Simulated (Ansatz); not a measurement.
Reaction (formal exchange of groups at a B–O bond): `C#CB(O)F` + `CC(C)CO` → `C#CB(C)F` + `CC(O)CO`

Gas-phase electronic energies from Ansatz, PBE0-D4/def2-TZVP geometries. CCSD(T)/CBS adds triple-zeta CCSD(T) − MP2 to the extrapolated MP2 energy (def2 sets, frozen cores). Functionals use def2-TZVPP. B3LYP here is the variant with VWN-RPA as its local correlation; programs differ in this. One conformer a species, not always the lowest.

| level | ΔE (kJ/mol) | difference from CCSD(T)/CBS |
| --- | --- | --- |
| PBE-D4 | 146.9 | -8.5 |
| r2SCAN-D4 | 151.1 | -4.3 |
| PBE0-D4 | 150.2 | -5.2 |
| ωB97M-V | 151.3 | -4.1 |
| B2PLYP | 152.9 | -2.5 |
| PBE | 145.0 | -10.4 |
| PBE0 | 148.6 | -6.8 |
| B3LYP | 147.5 | -7.9 |
| HF/def2-TZVPP | 152.2 | -3.2 |
| MP2/def2-TZVPP | 162.0 | 6.6 |
| SCS-MP2/def2-TZVPP | 158.9 | 3.5 |
| CCSD/def2-TZVPP | 156.1 | 0.7 |
| CCSD(T)/def2-TZVPP | 156.4 | 1.0 |
| MP2/def2-QZVPP | 161.6 | 6.2 |
| SCS-MP2/def2-QZVPP | 158.8 | 3.4 |
| MP2/CBS(def2) | 161.1 | 5.7 |
| CCSD(T)/CBS | 155.4 | 0 |

Largest T1 diagnostic among the species: 0.014.

From PBE to PBE0 (25 % exact exchange), in def2-TZVPP and without D4, ΔE moves by +3.5 kJ/mol. In def2-TZVPP, CCSD(T) changes the Hartree–Fock value by +4.2 kJ/mol (the triples alone add +0.3 kJ/mol) and MP2 by +9.8 kJ/mol.
